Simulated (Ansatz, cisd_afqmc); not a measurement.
System: Se, charge 0, triplet.

Total energies in def2-QZVPP, 6 correlated electrons, 14 frozen orbitals. Open shells are spin-unrestricted; no spin-orbit coupling. Correlated methods leave the cores frozen (noble-gas shells, and filled d and f shells in the p block). No relativity. AFQMC is phaseless with a CISD trial state; ± is one standard error, without the phaseless bias. Outlying blocks are dropped, and bars are widened where a walk drifts. Over all cases where full CI ran beside it in this data, AFQMC minus full CI had a median of +0.1 mEh and passed +0.4 mEh in a tenth of the cases.

```
method         program          energy (Eh)  minus CCSDT(Q) (mEh)
----------  ----------  -------------------  --------------------
HF              Ansatz          -2399.87465                132.99
MP2             Ansatz          -2399.98483                 22.81
CCSD            Ansatz          -2400.00240                  5.25
CCSD(T)         Ansatz          -2400.00689                  0.75
CCSDT(Q)        Ansatz          -2400.00765                  0.00
AFQMC/CISD  cisd_afqmc  -2400.0073 ± 0.0002             0.4 ± 0.2
```

Ansatz is a quantum-chemistry and plane-wave program.
